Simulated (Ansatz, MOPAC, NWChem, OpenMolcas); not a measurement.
GeClF (SMILES [F][Ge][Cl]): methods side by side

GeClF, singlet, SMILES `[F][Ge][Cl]`. Each level relaxes the structure for itself.

Each level gives the highest harmonic wavenumber at each level's own minimum (cm⁻¹). The values are calculated.

| level | kind | program | value (cm⁻¹) |
| --- | --- | --- | --- |
| PM6-D3 | semi-empirical | MOPAC | 638 |
| PM6-D3H4 | semi-empirical | MOPAC | 638 |
| PM6-D3H4X | semi-empirical | MOPAC | 638 |
| PM6-DH+ | semi-empirical | MOPAC | 637 |
| HF/3-21G | Hartree–Fock | OpenMolcas | 817 |
| HF/6-31G* (Cartesian functions) | Hartree–Fock | OpenMolcas | 741 |
| HF/cc-pVTZ | Hartree–Fock | OpenMolcas | 724 |
| B3LYP/6-31G*/LANL2DZ (core potential, spherical functions) | global hybrid | NWChem | 670 |
| PBE0-D3(BJ)/def2-TZVP | global hybrid | NWChem | 675 |
| PBE0-D4/def2-TZVP | global hybrid | Ansatz | 675 |

All-electron rows without a relativistic Hamiltonian named are non-relativistic, while core potentials hold scalar relativity, so basis and relativity change together. Harmonic and unscaled. The values span 637 to 817 cm⁻¹. Without the sets that lack polarisation functions the rows with a basis span only 670 to 741 cm⁻¹.
